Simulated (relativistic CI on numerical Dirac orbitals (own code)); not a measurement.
# Ni³⁺ in a cubic cluster: 3s photoemission with charge transfer

Computed with a charge-transfer multiplet model of a cubic metal-ligand cluster with up to 3 ligand holes, Slater and spin-orbit integrals from Dirac-Coulomb-Breit ions, Slater integrals scaled by 0.7. The parameters are those of a tetrahedral site (10Dq negative, t2 hopping the larger). The ground state mixes d7 with configurations of k ligand holes L, whose averages lie at kΔ + k(k − 1)U_dd/2; a core hole lowers each added d electron by U_cd. 20 K, Lorentzian 1.4 eV and Gaussian 0.8 eV FWHM.

Atomic integrals in eV (Slater integrals scaled, ζ unscaled), ground: F2dd 9.255, F4dd 5.778, zeta_d 0.089; with the core hole: F2dd 9.965, F4dd 6.254, zeta_d 0.100, G2cd 9.837.

Cluster parameters (eV): U_dd = 7.5, U_cd = 8.6, 10Dq = -0.3, 10Dq(ligand) = 0, V(eg) = 0.88, V(t2g) = -1.49, final-state hopping factor = 1.

```tsv
Case	n_d	d7	d8L	d9L2	d10L3	S
Δ = -3.4 eV	7.89	0.21	0.68	0.10	0.00	1.50
Δ = -1.4 eV	7.64	0.40	0.55	0.05	0.00	1.50
Δ = -0.4 eV	7.51	0.52	0.45	0.03	0.00	1.50
Δ = 1.6 eV	7.30	0.71	0.27	0.01	0.00	1.50
Δ = 2.6 eV	7.22	0.78	0.21	0.01	0.00	1.50
```

Weights, n_d and S are thermal averages at 20 K. Binding energies count from the first peak over 30 % of the highest in each spectrum, which can be another peak from case to case. The parameters are a model scan and need not match a compound or its usual spin state. Peaks in eV (height, largest 100):
- Δ = -3.4 eV: 0.0 (100), 5.5 (76), 8.2 (35), 11.9 (33), 15.2 (14), 23.0 (9)
- Δ = -1.4 eV: 0.0 (100), 5.2 (62), 9.3 (36), 12.1 (39), 19.7 (20)
- Δ = -0.4 eV: 0.0 (100), 5.5 (59), 10.3 (51), 18.3 (27)
- Δ = 1.6 eV: 0.0 (100), 5.8 (73), 8.8 (46), 16.0 (36)
- Δ = 2.6 eV: 0.0 (100), 5.7 (90), 11.0 (29), 14.9 (42)

Curve for Δ = 1.6 eV (points under 2 left out, the grid thinned):

(E (eV), Intensity): (-3.0, 7.1), (-2.5, 9.8), (-2.0, 14.4), (-1.4, 26.2), (-0.9, 47.9), (-0.4, 82.6), (0.1, 100.0), (0.7, 70.6), (1.2, 45.2), (1.7, 32.1), (2.2, 24.2), (2.8, 19.2), (3.3, 17.8), (3.8, 19.7), (4.3, 26.8), (4.8, 41.4), (5.4, 65.1), (5.9, 72.7), (6.4, 62.4), (6.9, 49.2), (7.5, 37.2), (8.0, 36.1), (8.5, 43.3), (9.0, 45.5), (9.5, 38.5), (10.1, 33.3), (10.6, 30.5), (11.1, 25.3), (11.6, 18.0), (12.2, 11.3), (12.7, 8.8), (13.2, 8.1), (13.7, 8.9), (14.2, 11.8), (14.8, 20.2), (15.3, 29.6), (15.8, 35.6), (16.3, 34.2), (16.9, 21.8), (17.4, 12.5), (17.9, 7.5), (18.4, 5.0), (19.0, 3.5), (19.5, 2.7), (20.0, 2.2)

For the case Δ = -0.4 eV, Δ = -0.4 eV is smaller than U_dd = 7.5 eV, the charge-transfer side of the Zaanen-Sawatzky-Allen scheme (negative Δ: between configuration averages a ligand hole costs less than the nominal valence; multiplet and field energies can change this for the lowest states). With the core hole the configuration with one ligand hole lies at Δ − U_cd = -12.0, -10.0, -9.0, -7.0, -6.0 eV from the one without, in the order of the table; where this is negative the screened configuration lies lower.

Without intra-shell correlation the exchange splitting of the 3s hole comes out too large.
